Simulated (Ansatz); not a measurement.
Input file for Ansatz (a quantum-chemistry and plane-wave program): U-BLYP/def2-TZVPP on H6MoO2 (SMILES [OH][MoH4][OH]), 2S+1 = 5, a spin state set in the input, which need not be the lowest. Elements past Kr take the def2 small-core potentials; no spin–orbit coupling.

Ansatz 0.2 input:
```yaml
crystal:
  periodic: [false, false, false]
  atoms:
    - {symbol: Mo, position_ang: [0.98421016, 0.41944714, 0.23562573]}
    - {symbol: O, position_ang: [0.65408243, 2.29324534, 0.09634375]}
    - {symbol: H, position_ang: [0.46005053, 2.86552972, 0.84768622]}
    - {symbol: O, position_ang: [0.02832245, -1.22862636, 0.37987976]}
    - {symbol: H, position_ang: [-0.31845078, -1.57498365, 1.21032497]}
    - {symbol: H, position_ang: [-1.63839086, -1.81620679, -1.43197502]}
    - {symbol: H, position_ang: [0.70663571, 0.32588410, -1.62188391]}
    - {symbol: H, position_ang: [1.16906185, 0.53387414, 2.00237028]}
    - {symbol: H, position_ang: [-2.15066304, -1.95194227, -1.95737984]}
basis:
  gaussian:
    orbitals: def2-TZVPP
hamiltonian:
  xc: {name: BLYP}
magnetization: {spin_polarized: true, initial_magnetization: 4}
```

Task: Predict the final total energy.

Result: -222.1818 hartree.
